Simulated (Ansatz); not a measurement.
Reactions of `[CH3][SnH]([NH2])[Cl]`.

Gas-phase electronic energies from Ansatz, PBE0-D4/def2-TZVP geometries. CCSD(T)/CBS adds triple-zeta CCSD(T) − MP2 to the extrapolated MP2 energy (def2 sets, frozen cores). This one scheme is used for every species. Functionals use def2-TZVPP. Elements past krypton have def2 core potentials. For Ge, Sn, W outer-core shells are correlated without core-valence functions, which leaves a few kJ/mol of doubt a bond. Scalar relativity is left out up to krypton. One conformer a species, not always the lowest.

```
                                                                                                   reaction  ωB97X-V (kJ/mol)  PBE0-D4 (kJ/mol)
            `[CH3][SnH]([NH2])[Cl]` + `C#[C][GeH2][CH2]Cl` → `C#[C][SnH]([CH3])[Cl]` + `[NH2][GeH2][CH2]Cl`                -6                -5
                            `[CH3][SnH]([NH2])[Cl]` + `[OH][AlH][SH]` → `C[O][AlH][SH]` + `[NH2][SnH2][Cl]`                79                82
`[CH3][SnH]([NH2])[Cl]` + `C[O][W]([NH2])(=[S])=[S]` → `C[O][SnH]([CH3])[NH2]` + `[NH2][W](=[S])(=[S])[Cl]`                61                57
                              `[CH3][SnH]([NH2])[Cl]` + `CC(C)(C)F` → `[CH3][SnH]([NH2])[F]` + `CC(C)(C)Cl`                28                29
                                         `[CH3][SnH]([NH2])[Cl]` + `OB(S)S` → `COB(S)S` + `[NH2][SnH2][Cl]`                70                74
                               `[CH3][SnH]([NH2])[Cl]` + `BB(Cl)OC` → `C[O][Sn]([CH3])([NH2])[Cl]` + `BBCl`               101               106
```

Question: Give the CCSD(T)/CBS values in the same order. (An estimate is asked.)

Answer: Computed: -6, 95, 49, 21, 83, 95 kJ/mol.

Largest T1 diagnostic: 0.022, for `[NH2][W](=[S])(=[S])[Cl]`.
